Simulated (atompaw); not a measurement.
**Which change was made? (Ru, PAW (atompaw))**

```json
{"Element": "Ru", "Generator": "atompaw 4.2.0.5", "Type": "PAW", "Functional": "PBE", "Relativity": "scalar-relativistic", "Frozen core": "[Ar] 3d10", "Valence charge": "16", "Reference configuration": "4s2 4p6 4d7 5s1 5p0", "Partial waves": "4s (bound): rc 1.65 bohr; 5s (bound): rc 2.30 bohr; 4p (bound): rc 1.30 bohr; 5p (bound, empty): rc 2.30 bohr; 4d (bound): rc 1.30 bohr; 4d channel at 2.45 Ry: rc 2.30 bohr", "Local potential": "troulliermartins scheme with l = 3 at 1 Ry, radius 2.20 bohr", "Core correction": "smooth core density matched at 1.55 bohr", "Augmentation charge": "sinc compensation charge, radius 2.30 bohr; PAW radius 2.30 bohr; waves and projectors: custom polynom2 7 10 vanderbiltortho"}
```

Cutoffs, loose and tight: the cutoffs (Ry, on a coarse ladder) from which the occupation-weighted sum of valence levels, in a spherical-Bessel basis at the reference potential, stays within 10 and 1 mRy of its value at 400 Ry. They see the waves, projectors and local potential, not the compensation charge or the core.

The base gives: outcome: generated; cutoff, loose: 300 Ry; cutoff, tight: over 300 Ry; bound ghosts: none.

(1) After one change the result is: outcome: generated; cutoff, loose: 40 Ry; cutoff, tight: 200 Ry; bound ghosts: none. Which change was it?
A. all radii scaled by about 0.78 (s 1.28, p 1.02, d 1.02 bohr); local potential troulliermartins scheme with l = 3 at 1 Ry, radius 1.72 bohr; augmentation sinc compensation charge, radius 1.80 bohr; PAW radius 1.80 bohr; waves and projectors: custom polynom2 7 10 vanderbiltortho; core correction smooth core density matched at 1.20 bohr
B. all radii scaled by about 1.06 (s 1.76, p 1.38, d 1.38 bohr); local potential troulliermartins scheme with l = 3 at 1 Ry, radius 2.36 bohr; augmentation sinc compensation charge, radius 2.46 bohr; PAW radius 2.46 bohr; waves and projectors: custom polynom2 7 10 vanderbiltortho; core correction smooth core density matched at 1.66 bohr
C. all radii scaled by about 1.28 (s 2.10, p 1.66, d 1.66 bohr); local potential troulliermartins scheme with l = 3 at 1 Ry, radius 2.80 bohr; augmentation sinc compensation charge, radius 2.92 bohr; PAW radius 2.92 bohr; waves and projectors: custom polynom2 7 10 vanderbiltortho; core correction smooth core density matched at 1.96 bohr

Results:

(1) C. The others give: all radii scaled by about 0.78 (s 1.28, p 1.02, d 1.02 bohr); local potential troulliermartins scheme with l = 3 at 1 Ry, radius 1.72 bohr; augmentation sinc compensation charge, radius 1.80 bohr; PAW radius 1.80 bohr; waves and projectors: custom polynom2 7 10 vanderbiltortho; core correction smooth core density matched at 1.20 bohr → outcome: failed: atompaw: The overlap operator has at least one negative eigenvalue! | all radii scaled by about 1.06 (s 1.76, p 1.38, d 1.38 bohr); local potential troulliermartins scheme with l = 3 at 1 Ry, radius 2.36 bohr; augmentation sinc compensation charge, radius 2.46 bohr; PAW radius 2.46 bohr; waves and projectors: custom polynom2 7 10 vanderbiltortho; core correction smooth core density matched at 1.66 bohr → outcome: generated; cutoff, loose: 230 Ry; cutoff, tight: over 300 Ry; bound ghosts: none.
